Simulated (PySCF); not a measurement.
From one molecule to another.

First species: HgF₂ (singlet state).
Bonds: Hg1–F2, Hg1–F3.

Second species: C5H14Si2.
SMILES: `C1CC(C1)C([SiH3])[SiH3]`

Levels: CAM-B3LYP/def2-SVPD for dipole moment, HOMO energy, LUMO energy, HOMO–LUMO gap and static isotropic polarisability; TDDFT CAM-B3LYP/def2-SVPD for lowest singlet excitation; TDA CAM-B3LYP/def2-SVPD for lowest triplet excitation (Tamm–Dancoff); ΔSCF CAM-B3LYP/def2-SVPD for vertical ionisation energy; PBE0-D3(BJ)/def2-SVP for smallest rotational constant. Geometries: PBE0-D3(BJ)/def2-SVP. Each species is one conformer at its optimised geometry, gas phase (atoms past krypton carry core potentials, spin–orbit coupling is left out); the electronic structure was computed with PySCF and density fitting.

The conformers computed, where there is a choice (atom-mapped SMILES and torsion angles):
- `[SiH3:1][CH:2]([SiH3:3])[CH:4]1[CH2:5][CH2:6][CH2:7]1`: Si1–C2–C4–C5 170°

```csv
property,column X,column Y
dipole moment,0.00 D,1.02 D
HOMO energy,-11.91 eV,-9.29 eV
LUMO energy,-1.52 eV,1.13 eV
HOMO–LUMO gap,10.39 eV,10.42 eV
lowest singlet excitation,6.02 eV,7.56 eV
lowest triplet excitation (Tamm–Dancoff),5.48 eV,7.24 eV
static isotropic polarisability,28.2 au,112.4 au
vertical ionisation energy,13.32 eV,9.82 eV
smallest rotational constant,3.622 GHz,0.844 GHz
```

Problem. Which column belongs to which species?

Solution. Column X is the first species and column Y the second. The first has 3 atoms and 98 electrons, the second 21 and 72.

Problem. How does each property change from the first species to the second?

Solution. dipole moment +1.02 D; HOMO energy +2.62 eV; LUMO energy +2.65 eV; HOMO–LUMO gap +0.03 eV; lowest singlet excitation +1.54 eV; lowest triplet excitation (Tamm–Dancoff) +1.76 eV; static isotropic polarisability +84.2 au; vertical ionisation energy -3.50 eV; smallest rotational constant -2.778 GHz.

On the first: The polarisability is 4.18 Å³ as a volume (1 au = 0.148185 Å³). The ΔSCF ionisation energy exceeds −ε(HOMO) by 1.41 eV with CAM-B3LYP. Atoms past krypton carry effective core potentials; spin–orbit coupling is left out.

On the second: The principal polarisabilities are 95.2, 117.8 and 124.2 au; their mean is the isotropic value. S1 lies 2.86 eV below the HOMO–LUMO gap; its leading configuration is HOMO→LUMO, weight 0.79.
